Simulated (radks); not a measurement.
The numbers below are computed, except where a source is named.
Charge is removed step by step from the 4d level of Cs+, starting from [Xe]. Level of theory: scalar-relativistic Kohn-Sham, PBE, spin-unpolarised, spherical densities, finite nucleus; Fermi nuclear charge, rms radius 4.8041 fm (a radial shooting solver on a logarithmic mesh with Libxc functionals).

removed (e)  E - E(0) (eV)  eigenvalue (eV)  E minus straight line (eV)
0                    0.000          -79.489                       0.000
0.1                  8.038          -81.335                      -0.853
0.2                 16.261          -83.198                      -1.521
0.3                 24.671          -85.076                      -2.002
0.4                 33.270          -86.971                      -2.294
0.5                 42.058          -88.881                      -2.396
0.6                 51.039          -90.807                      -2.306
0.7                 60.213          -92.747                      -2.023
0.8                 69.581          -94.703                      -1.545
0.9                 79.146          -96.673                      -0.871
1                   88.908          -98.656                       0.000

Removing the whole electron costs 88.908 eV by Delta-SCF, against 79.489 eV from minus the eigenvalue at the starting occupation. Slater's transition state (half an electron removed) gives 88.881 eV. Integrating minus the eigenvalue over the occupation (Janak's theorem) gives 88.945 eV. In this scalar-relativistic scheme the density is built from large components alone, so the theorem holds only approximately. The mean slope of the eigenvalue, de/dn, is 19.2 eV per electron.
